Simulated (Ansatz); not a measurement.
Relaxation of H7NOSi3 (12 atoms, charge 0, multiplicity 1), to a largest force component of 0.015 eV/Å in at most 40 steps.

Level of theory: RKS B3LYP-D4/6-31G* (Ansatz 0.2.0).

```xyz
12
Properties=species:S:1:pos:R:3
N -2.048 0.642 0.318
Si -0.737 -0.280 0.640
Si 1.317 0.646 0.338
O 1.417 0.227 -1.266
Si 0.452 -1.194 -1.109
H -2.863 0.491 0.975
H -2.490 0.418 -0.609
H -0.888 -1.055 1.875
H 1.353 2.138 0.549
H 2.449 -0.029 1.119
H 1.308 -2.337 -0.703
H -0.342 -1.429 -2.294
```

Question: Where does it end, and by what steps?

Answer: The run converged. The force dipped under the threshold on the way, but the program's further checks kept it going. After 14 steps the energy has fallen by 1.031 eV; H7 moved furthest, 0.88 Å.

```csv
step,energy less start (eV),largest force component (eV/Å),accepted
0,0.0000,5.505,yes
1,-0.6690,2.547,yes
2,-0.8338,0.468,yes
3,-0.9085,0.267,yes
4,-0.9543,0.239,yes
5,-1.0041,0.137,yes
6,-1.0022,0.319,no
7,-1.0163,0.132,yes
8,-1.0201,0.356,yes
9,-1.0289,0.105,yes
10,-1.0283,0.215,no
11,-1.0302,0.020,yes
12,-1.0306,0.010,yes
13,-1.0307,0.027,yes
14,-1.0307,0.011,yes
```

```xyz
12
Properties=species:S:1:pos:R:3
N -2.206 0.525 0.571
Si -0.709 -0.354 0.658
Si 1.356 0.773 0.377
O 1.773 -0.329 -0.838
Si 0.462 -1.360 -1.156
H -3.066 0.048 0.813
H -2.361 1.181 -0.186
H -0.813 -1.228 1.861
H 1.305 2.168 -0.148
H 2.357 0.740 1.480
H 0.895 -2.784 -1.064
H -0.064 -1.141 -2.536
```

Whether the end is a true minimum wasn't checked by a vibrational analysis.

The run took 48 s on 2 threads of Arm Neoverse V2 (shared host), peak memory 0.23 GiB.
